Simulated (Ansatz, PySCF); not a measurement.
Mo(O)2(Me)(SH) (CH₄MoO₂S), SMILES [CH3][Mo](=[O])(=[O])[SH], multiplicity 1.

Geometry: PBE0-D3(BJ)/def2-SVP. The spin state was assumed, not searched. The structure was generated by enumeration; whether it is a known compound was not checked. The def2 effective core potentials stand for the cores of Mo; spin–orbit coupling is left out. One conformer was computed; it need not be the lowest.

Vertical ionisation energy (IE) and electron affinity (EA) in eV. Rows of orbital energies are one-electron estimates. Where ΔSCF, EOM or ADC give a negative EA the extra electron is unbound and the value depends on the basis.

```tsv
level	IE	EA
−ε(HOMO), −ε(LUMO), PBE0/def2-TZVP (PySCF)	8.45	3.02
−ε(HOMO), −ε(LUMO), PBE/def2-TZVP (PySCF)	7.23	3.72
ΔSCF, PBE0/def2-SVPD (Ansatz), final states of multiplicity 2 and 2	___	___
ΔSCF, PBE/def2-SVPD (Ansatz), final states of multiplicity 2 and 2	10.24	1.01
```

Task: Some entries are withheld; supply them. (An estimate is asked for; the answer gives what the named calculation found.)

Result: 
- ΔSCF, PBE0/def2-SVPD (Ansatz, a quantum-chemistry and plane-wave program), final states of multiplicity 2 and 2, IE: 10.52
- ΔSCF, PBE0/def2-SVPD (Ansatz), final states of multiplicity 2 and 2, EA: 1.40

Task: What vertical singlet–triplet gap does ΔSCF give with PBE0/def2-SVPD (Ansatz) and with PBE/def2-SVPD (Ansatz)? (The exact figures need the calculation; the answer reports its results.)

Result: 3.60 and 3.58 eV (triplet above singlet where positive).
